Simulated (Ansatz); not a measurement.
Reaction (formal exchange of groups at a Ga–N bond): `C[NH][GaH2]` + `CBN` → `C[B](N)[GaH2]` + CH₃NH₂

Gas-phase electronic energies from Ansatz, PBE0-D4/def2-TZVP geometries. CCSD(T)/CBS adds triple-zeta CCSD(T) − MP2 to the extrapolated MP2 energy (def2 sets, frozen cores). Functionals use def2-TZVPP. For Ga outer-core shells are correlated without core-valence functions, which leaves a few kJ/mol of doubt a bond. Scalar relativity is left out up to krypton. One conformer a species, not always the lowest.

```csv
level,ΔE (kcal/mol)
LDA (SPW92),19.6
B97M-V,19.0
CAM-B3LYP-D4,20.2
ωB97M-V,18.7
CAM-B3LYP,20.4
RPA@PBE/def2-TZVPP,18.9
HF/def2-SVP,21.2
HF/def2-QZVPP,20.6
```

(1) What does CCSD(T)/CBS give? (An estimate is asked.)

Largest T1 diagnostic among the species: 0.015.

Results:

(1) The calculation gave: +19.3 kcal/mol. The listed levels differ from it by 0.3, -0.3, 0.9, -0.6, 1.1, -0.4, 1.9, 1.3 kcal/mol.

At CCSD(T), def2-SVP lies +2.8 kcal/mol from the extrapolated value and def2-TZVPP +0.2 kcal/mol. Leaving LDA and LC-ωPBE aside and taking each functional with its dispersion term where it has one, the values, not all of them listed here, spread over 3.4 kcal/mol, from revPBE-D4 to B2PLYP. LDA lies +2.0 kcal/mol from PBE without D4.
